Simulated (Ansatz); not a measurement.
C2H6Cl2Si, triplet, at the geometry of the source list (a higher spin typed on purpose: for a closed-shell molecule this is an excited state); PBE0/STO-3G run with Ansatz (a program for electronic structure).

The Ansatz input:
Ansatz 0.2 input:
```yaml
crystal:
  periodic: [false, false, false]
  atoms:
    - {symbol: C, position_ang: [1.46970000, -0.56850000, -0.39370000]}
    - {symbol: Si, position_ang: [0.04640000, 0.66220000, -0.12100000]}
    - {symbol: C, position_ang: [-1.52280000, -0.18950000, 0.53220000]}
    - {symbol: Cl, position_ang: [0.63840000, 2.07840000, 1.21270000]}
    - {symbol: Cl, position_ang: [-0.38170000, 1.58440000, -1.88200000]}
    - {symbol: H, position_ang: [1.19660000, -1.33230000, -1.11570000]}
    - {symbol: H, position_ang: [2.35960000, -0.06830000, -0.76690000]}
    - {symbol: H, position_ang: [1.73950000, -1.06940000, 0.53130000]}
    - {symbol: H, position_ang: [-2.32760000, 0.52520000, 0.68340000]}
    - {symbol: H, position_ang: [-1.88050000, -0.94260000, -0.16360000]}
    - {symbol: H, position_ang: [-1.33770000, -0.67970000, 1.48340000]}
basis:
  gaussian:
    orbitals: STO-3G
hamiltonian:
  xc: pbe0
magnetization: {spin_polarized: true, initial_magnetization: 2}
accuracy: high
```

Problem. What does Ansatz print? Leave out banner, timings and long lists.

Solution. 
```
Functional definition: PBE0
926 factors; integrals over basis functions are off by at most 2.6e-8 eV
mean field evaluation 1: about -34684.7970 eV, gradient 1.5e1 eV
mean field evaluation 2: about -34683.6014 eV, gradient 2.2e1 eV
mean field evaluation 4: about -34687.7191 eV, gradient 1.7e0 eV
mean field evaluation 8: about -34687.7495 eV, gradient 1.5e-1 eV
mean field evaluation 16: about -34687.7499 eV, gradient 3.7e-5 eV
mean field evaluation 32: about -34687.6967 eV, gradient 4.2e-1 eV
mean field -34687.74985977 eV, -1274.7512951453 hartree, gradient 6.5e-8 eV, S^2 2.003314; 6 other end points of the search recorded, 0 dependent functions left out
reference -34687.74986181 eV, -1274.7512952200 hartree; 34, 32 occupied and 9, 11 virtual orbitals, 926 factors
Total energy: -34687.74986181 eV, -1274.7512952200 hartree
```
